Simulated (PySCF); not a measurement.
Ligands exchanged one at a time, Ge F-Cl. Isolated molecules, 0 K electronic values unless said otherwise. Strings in code marks are SMILES.

All values below come from PBE-D3(BJ)/def2-TZVP // B3LYP-D3(BJ)/def2-TZVP (PySCF). 

| species | LUMO (eV) | S1 oscillator strength |
|---|---|---|
| 0 of 4 F replaced by Cl (`[F][Ge]([F])([F])[F]`) | -3.05 | 0.000 |
| 1 of 4 F replaced by Cl (`[F][Ge]([F])([Cl])[F]`) | -3.07 | 0.007 |
| 2 of 4 F replaced by Cl | -3.15 | 0.010 |
| 3 of 4 F replaced by Cl (`[Cl][Ge]([Cl])([Cl])[F]`) | -3.28 | 0.000 |
| 4 of 4 F replaced by Cl | -3.42 | 0.000 |
